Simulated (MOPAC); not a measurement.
Job for MOPAC: PM6 on ClFHIn (SMILES [F][InH][Cl]), a point of a bond scan (R = 4.573 Å).

```
PM6 1SCF PRECISE CHARGE=0 THREADS=1
ClFHIn

In    -0.09474537 1    -0.41822875 1     0.20223357 1
H     -2.59628106 1    -4.18478394 1     0.88325187 1
F      1.57814816 1    -0.11257062 1     1.16386102 1
Cl    -0.50232767 1     1.37174079 1    -1.22580333 1
```

The log:

```
*******************************************************************************
 **                                                                           **
 **                              MOPAC v23.2.5                                **
 **                                                                           **
 *******************************************************************************
 ** MOPAC's Digital Object Identifier: https://doi.org/10.5281/zenodo.6511958 **
 **                                                                           **
 ** Please cite the open-source release paper for use of this MOPAC version:  **
 ** J. E. Moussa and J. J. P. Stewart (2026)                                  **
 ** MOPAC: An open-source semiempirical molecular orbital program             **
 ** J. Open Source Softw., 11(119), 8025, https://doi.org/10.21105/joss.08025 **
 *******************************************************************************

                              PM6 CALCULATION RESULTS

 *******************************************************************************
 *  PM6        - The PM6 Hamiltonian to be used
 *
 *
 *
 *                 CHARGE ON SYSTEM = 0
 *
 *
 *
 *  PRECISE    - TIGHTER CRITERIA TO BE USED
 *  1SCF       - DO 1 SCF AND THEN STOP
 *  THREADS=1  - MULTI-THREADING NOT USED
 *  T=         - A TIME OF 172800.0 SECONDS REQUESTED
 *  DUMP=N     - RESTART FILE WRITTEN EVERY 7200.0 SECONDS REQUESTED
 *******************************************************************************
PM6 1SCF PRECISE CHARGE=0 THREADS=1
 ClFHIn

   ATOM   CHEMICAL          X               Y               Z
  NUMBER   SYMBOL      (ANGSTROMS)     (ANGSTROMS)     (ANGSTROMS)

     1      In         -0.09474537  *  -0.41822875  *   0.20223357  *
     2       H         -2.59628106  *  -4.18478394  *   0.88325187  *
     3       F          1.57814816  *  -0.11257062  *   1.16386102  *
     4      Cl         -0.50232767  *   1.37174079  *  -1.22580333  *



          CARTESIAN COORDINATES

    NO.       ATOM           X           Y           Z

     1        In         -0.0947     -0.4182      0.2022
     2         H         -2.5963     -4.1848      0.8833
     3         F          1.5781     -0.1126      1.1639
     4        Cl         -0.5023      1.3717     -1.2258

 General Reference for PM6:
 "Optimization of Parameters for Semiempirical Methods V: Modification of NDDO Approximations
 and Application to 70 Elements", J. J. P. Stewart, J. Mol. Mod., 13, 1173-1213 (2007)
 URL: https://link.springer.com/article/10.1007/s00894-007-0233-4

           Empirical Formula: H In F Cl  =     4 atoms



      MOLECULAR POINT GROUP   :   Cs


      RHF CALCULATION, NO. OF DOUBLY OCCUPIED LEVELS = 9



 ALL CONVERGERS ARE NOW FORCED ON
 SHIFT=10, PULAY ON, CAMP-KING ON
 AND ITERATION COUNTER RESET



 -------------------------------------------------------------------------------
 PM6 1SCF PRECISE CHARGE=0 THREADS=1
 ClFHIn



     1SCF WAS SPECIFIED, SO BFGS WAS NOT USED
     SCF FIELD WAS ACHIEVED


                              PM6 CALCULATION
                                                       MOPAC v23.2.5 Linux




          FINAL HEAT OF FORMATION =         66.76917 KCAL/MOL =     279.36219 KJ/MOL


          COSMO AREA              =        123.40 SQUARE ANGSTROMS
          COSMO VOLUME            =         97.33 CUBIC ANGSTROMS

          IONIZATION POTENTIAL    =          7.655029 EV
          HOMO LUMO ENERGIES (EV) =         -7.655 -4.259
          NO. OF FILLED LEVELS    =          9
          MOLECULAR WEIGHT        =        170.2793         POINT GROUP:  Cs

          MOLECULAR DIMENSIONS (Angstroms)

            Atom       Atom       Distance
           Cl     4    H     2     6.30141
            F     3   Cl     4     3.19895
           In     1    F     3     0.00000


          SCF CALCULATIONS        =          1





   ATOM   CHEMICAL          X               Y               Z
  NUMBER   SYMBOL      (ANGSTROMS)     (ANGSTROMS)     (ANGSTROMS)

     1      In         -0.09474537  *  -0.41822875  *   0.20223357  *
     2       H         -2.59628106  *  -4.18478394  *   0.88325187  *
     3       F          1.57814816  *  -0.11257062  *   1.16386102  *
     4      Cl         -0.50232767  *   1.37174079  *  -1.22580333  *

                             CARTESIAN COORDINATES

   1   In       -0.094745370    -0.418228750     0.202233570
   2    H       -2.596281060    -4.184783940     0.883251870
   3    F        1.578148160    -0.112570620     1.163861020
   4   Cl       -0.502327670     1.371740790    -1.225803330


           Empirical Formula: H In F Cl  =     4 atoms



      MOLECULAR POINT GROUP   :   Cs


                  EIGENVALUES
 -37.71735 -25.93542 -14.75000 -14.08532 -14.06119 -12.84890 -10.88250 -10.84063
  -7.65503  -4.25927   0.95030   1.13175   1.97447  92.29872  92.51087  92.56729
  93.26488  93.26613


              NET ATOMIC CHARGES AND DIPOLE CONTRIBUTIONS

  ATOM NO.   TYPE          CHARGE      No. of ELECS.   s-Pop       p-Pop       d-Pop
    1         In           0.629352        2.3706     1.38070     0.98995
    2          H           0.268345        0.7317     0.73166
    3          F          -0.484971        7.4850     1.97589     5.50908
    4         Cl          -0.412725        7.4127     1.99718     5.41482     0.00073
 DIPOLE           X         Y         Z       TOTAL
 POINT-CHG.    -6.313    -9.115     1.469    11.185
 HYBRID         1.279     1.399    -0.011     1.896
 SUM           -5.034    -7.716     1.458     9.328


          ATOMIC ORBITAL ELECTRON POPULATIONS

     Atom    s        px        py        pz      x^2-y^2     xz        z^2       yz        xy
    1 In   1.38070   0.36836   0.39541   0.22618
    2  H   0.73166
    3  F   1.97589   1.66134   1.97217   1.87558
    4 Cl   1.99718   1.95949   1.67066   1.78466   0.00015   0.00009   0.00007   0.00030   0.00010

 **********************
 *                    *
 * JOB ENDED NORMALLY *
 *                    *
 **********************




 == MOPAC DONE ==
```

The run finished.

Cost: roughly 0.14 core-seconds.
